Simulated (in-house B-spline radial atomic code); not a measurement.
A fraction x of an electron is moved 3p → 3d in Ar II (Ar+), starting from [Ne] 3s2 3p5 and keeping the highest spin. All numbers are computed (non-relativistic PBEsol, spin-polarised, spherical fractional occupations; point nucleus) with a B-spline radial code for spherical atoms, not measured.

```tsv
x	E(x) - E(0) (eV)	3p down level (eV)	3d up level (eV)
0	0.0000	-21.528	-
0.125	2.1642	-21.820	-4.535
0.25	?	?	?
0.375	6.4726	-22.266	-5.096
0.5	8.6136	-22.432	-5.350
0.625	10.7423	-22.567	-5.591
0.75	?	?	?
0.875	14.9554	-22.759	-6.040
1	17.0361	-22.820	-6.250
```

What belongs in the row x = 0.25?

An energy change of 4.3220 eV; 3p down at -22.064 eV, 3d up at -4.827 eV.

What belongs in the row x = 0.75?

An energy change of 12.8569 eV; 3p down at -22.675 eV, 3d up at -5.821 eV.

Check Janak's theorem between x = 0.375 and 0.5.

The slope of the energy is 17.13 eV; the orbital levels give 17.13 eV (ε of the receiving orbital less ε of the emptying one, averaged over the two points).
